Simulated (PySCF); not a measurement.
Isomers of C8H8FOP, one GFN2-xTB conformer each. Single-point energies are computed at PBE0/pcSseg-1 (PySCF, gas phase, no added dispersion term), electronic only.

```json
{"SMILES": "CC(=O)c1cpc(F)cc1C", "GFN2-xTB relative energy (kcal/mol)": "24.8"}
{"SMILES": "C=Cc1pc(F)oc1C1CC1", "GFN2-xTB relative energy (kcal/mol)": "42.2"}
{"SMILES": "CC(=O)c1cc(C)cpc1F", "GFN2-xTB relative energy (kcal/mol)": "24.3"}
{"SMILES": "COc1ccc(/P=C\\F)cc1", "GFN2-xTB relative energy (kcal/mol)": "38.7"}
{"SMILES": "C=C[P@@H](=O)c1ccccc1F", "GFN2-xTB relative energy (kcal/mol)": "0.0"}
```

Conformers: `[CH3:1][C:2](=[O:3])[c:4]1[cH:5][p:6][c:7]([F:8])[cH:9][c:10]1[CH3:11]` with C1–C2–C4–C5 -65°; `[CH2:1]=[CH:2][c:3]1[p:4][c:5]([F:6])[o:7][c:8]1[CH:9]1[CH2:10][CH2:11]1` with C1–C2–C3–P4 0°, O7–C8–C9–C10 -35°; `[CH3:1][C:2](=[O:3])[c:4]1[cH:5][c:6]([CH3:7])[cH:8][p:9][c:10]1[F:11]` with C1–C2–C4–C5 -152°; `[CH3:1][O:2][c:3]1[cH:4][cH:5][c:6](/[P:7]=[CH:8]\[F:9])[cH:10][cH:11]1` with C1–O2–C3–C4 0°, C5–C6–P7–C8 -49°; `[CH2:1]=[CH:2][P@@H:3](=[O:4])[c:5]1[cH:6][cH:7][cH:8][cH:9][c:10]1[F:11]` with C1–C2–P3–O4 -1°, C2–P3–C5–C6 -120°.

**Question.** What does PBE0/pcSseg-1 give for the same structures?

**Answer.** 
```csv
SMILES,PBE0/pcSseg-1 E (Eh),PBE0/pcSseg-1 (kcal/mol),GFN2-xTB (kcal/mol),point group
CC(=O)c1cc(C)cpc1F,-825.33310,0.0,24.3,C1
C=C[P@@H](=O)c1ccccc1F,-825.33188,0.8,0.0,C1
CC(=O)c1cpc(F)cc1C,-825.32889,2.6,24.8,C1
COc1ccc(/P=C\F)cc1,-825.29081,26.5,38.7,C1
C=Cc1pc(F)oc1C1CC1,-825.26830,40.7,42.2,Cs
```

GFN2-xTB puts C=C[P@@H](=O)c1ccccc1F lowest instead; measured from each level's own lowest isomer, the values differ by up to 24.3 kcal/mol (CC(=O)c1cc(C)cpc1F: 24.3 against 0.0). As drawn, the lowest has a C=O bond, which the highest lacks; the highest has a three-membered ring and a C=C bond outside aromatic rings, which the lowest lacks. Neighbours under 2.5 kcal/mol apart (CC(=O)c1cc(C)cpc1F and C=C[P@@H](=O)c1ccccc1F; C=C[P@@H](=O)c1ccccc1F and CC(=O)c1cpc(F)cc1C) can change places with a better method, another conformer or zero-point energy.

**Question.** Which frontier levels, dipoles and rotational constants go with these structures?

**Answer.** 
```csv
SMILES,"HOMO (eV, PBE0/pcSseg-1)",LUMO (eV),dipole (D),"A, B, C (MHz)"
CC(=O)c1cc(C)cpc1F,-7.28,-2.13,2.19,"1344, 833.2, 527.8"
C=C[P@@H](=O)c1ccccc1F,-7.66,-1.19,3.44,"1729, 700.7, 574.5"
CC(=O)c1cpc(F)cc1C,-7.22,-1.85,2.54,"1776, 657.1, 517.9"
COc1ccc(/P=C\F)cc1,-6.39,-1.53,2.02,"2369, 489.7, 428.8"
C=Cc1pc(F)oc1C1CC1,-6.31,-1.00,2.86,"1154, 897.6, 525.5"
```
